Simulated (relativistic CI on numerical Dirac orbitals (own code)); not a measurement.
What each ingredient does to the levels of Mn¹⁷⁺

Base calculation: Dirac-Coulomb-Breit CI, orbitals from a KLI potential per configuration, QED by a radiative potential, unscaled Slater integrals.

Configurations in the expansion (outside the closed core 1s2): 2s2.2p4, 2s.2p5, 2p6, 2p5.3s, 2p5.3p, 2s2.2p3.3s, 2p5.3d, 2s2.2p3.3p, 2s2.2p3.3d, 2s.2p4.3s, 2s.2p4.3p, 2s.2p4.3d, 2s2.2p3.4s, 2s2.2p3.4p, 2s2.2p3.4d, 2s2.2p3.4f. Levels of other configurations are missing.

Variants: (1) valence Slater integrals scaled by 0.9; (2) one mean potential for all configurations; (3) only the first 3 configurations. Shifts of the energy above 2s2.2p4 3P_2, in eV, for the lowest level and the first level of each name with at least 55 % of one term (blank where a level changes its place among those of its configuration and J or its character, or is not in the variant):

| Level | Base | Δ(1) | Δ(2) | Δ(3) |
| --- | --- | --- | --- | --- |
| 2s2.2p4 3P_2 | 0.000 | 0.000 | 0.000 | 0.000 |
| 2s2.2p4 3P_0 | 8.235 | -0.292 | +0.001 | -0.081 |
| 2s2.2p4 3P_1 | 9.112 | +0.104 | +0.009 | +0.004 |
| 2s2.2p4 1D_2 | 18.978 | -1.000 | -0.001 | -0.047 |
| 2s2.2p4 1S_0 | 36.180 | -1.678 | +0.002 | -0.429 |
| 2s.2p5 3P°_2 | 108.234 | +0.476 | -0.005 | +0.215 |
| 2s.2p5 3P°_1 | 114.795 | +0.386 | -0.004 | +0.228 |
| 2s.2p5 3P°_0 | 119.331 | +0.478 | -0.004 | +0.217 |
| 2s.2p5 1P°_1 | 149.496 | -3.064 | -0.003 | +0.627 |
| 2p6 1S_0 | 252.705 | -1.216 | +0.076 | +1.127 |
| 2s2.2p3.3s 5S°_2 | 743.516 | +1.494 | +2.292 |  |
| 2s2.2p3.3s 3S°_1 | 750.005 | +0.704 | +2.494 |  |
| 2s2.2p3.3s 3D°_2 | 762.361 | -0.399 | +1.973 |  |
| 2s2.2p3.3s 3D°_1 | 762.484 | -0.323 | +2.026 |  |

At this charge energies of transitions that change n are usually good to better than 1 %, and those within a shell (Δn = 0) to a few per cent.

Ionisation energy from the two ground configurations alone: base 1317.8 eV; valence Slater integrals scaled by 0.9 1318.91 eV. The NIST ASD value (semi-empirical) is 1320.3 eV.

LS names give the leading component of a level, which can be under half, so a name can repeat, a term be missing and a line seem to break the LS rules.
